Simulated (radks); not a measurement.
The numbers below are computed, except where a source is named.
Species: Pt VI. Configuration: [Xe] 4f14 5d5.

Level of theory: scalar-relativistic Kohn-Sham, PBE, spin-unpolarised, spherical densities, point nucleus (a radial shooting solver on a logarithmic mesh with Libxc functionals).

Energy parts (Ry):
total: -36814.7493
kinetic: 41071.5862
electron-nucleus: -91131.0000
Hartree: 13948.3925
exchange-correlation: -703.7280

Orbitals (lengths in bohr, moments of r in powers of bohr; <r^-3> diverges for s and p1/2; r(90%) holds 90 % of the orbital's charge):
orbital  occ.  eigenvalue (Ry)  r(90%)      <r>   <1/r>  <r^-3>
1s          2        -5770.264  0.0313  0.01714   94.02       -
2s          2        -1017.865   0.112  0.07234   22.03       -
2p          6        -882.6720   0.106  0.06523   19.66   24240
3s          2        -242.9604   0.274   0.1871   8.165       -
3p          6        -203.5980   0.281   0.1882   7.465    5519
3d         10        -160.9602   0.264   0.1704   7.032   690.3
4s          2        -56.17109   0.595   0.4150   3.493       -
4p          6        -43.26413   0.641   0.4418   3.158    1319
4d         10        -27.60018   0.699   0.4680   2.827   143.7
5s          2        -12.43279    1.34   0.9419   1.433       -
4f         14        -10.18987   0.829   0.5142   2.394   27.23
5p          6         -8.98073    1.55    1.074   1.231   228.4
5d          5         -4.96942    2.04    1.381  0.9346   16.67

The highest occupied level is 5d at -67.612 eV. The density falls to 0.001 e/bohr^3 at r = 2.98 bohr. Summed over all electrons, <r^2> = 30.11 bohr^2, which gives a Langevin (diamagnetic) susceptibility term of -23.8 x 10^-6 cm^3/mol. For comparison, the ionisation energy in NIST's Atomic Spectra Database is 75 eV (theoretical). In exact Kohn-Sham theory the highest level is minus the ionisation energy, but local and semilocal functionals leave it too shallow, through self-interaction and a potential that decays too fast; potentials with the right tail come closer.

Beside tabulated values, note that spin-unpolarised runs miss the spin-polarisation part of the exchange energy of open shells.
